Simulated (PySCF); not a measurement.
Stationary points of [SnI3]-

Computed with PBE0 in PySCF with Sn def2-SVPD with ECP28, I def2-SVPD with ECP28; scalar-relativistic core potentials, no spin–orbit coupling; density-fitted integrals.

Relaxations began from a few typed shapes. The search is not exhaustive: other isomers or separated fragments can lie lower, and high-lying points may rest on an excited occupation.

```tsv
spin	group	bonds	angles	imaginary modes (cm⁻¹)	ΔE (kJ/mol)	ΔE with ZPE (kJ/mol)
singlet	C3v	Sn–I 2.879 Å (×3)	I–Sn–I 99.4° (×3)	none	0.0	0.0
singlet	D3h	Sn–I 2.995 Å (×3)	I–Sn–I 120.0° (×3)	68i	65.7	–
```

The lowest minimum found is the singlet C3v: Sn–I 2.879 Å (×3); I–Sn–I 99.4° (×3).

Counting electrons, tin keeps 2 of its valence electrons outside its bonds, so the VSEPR class is AX3E1 and the expected shape is trigonal pyramidal (C3v), as computed.

For the lowest minimum: the lowest empty level of this anion is unbound, so it and the gap depend on the basis.
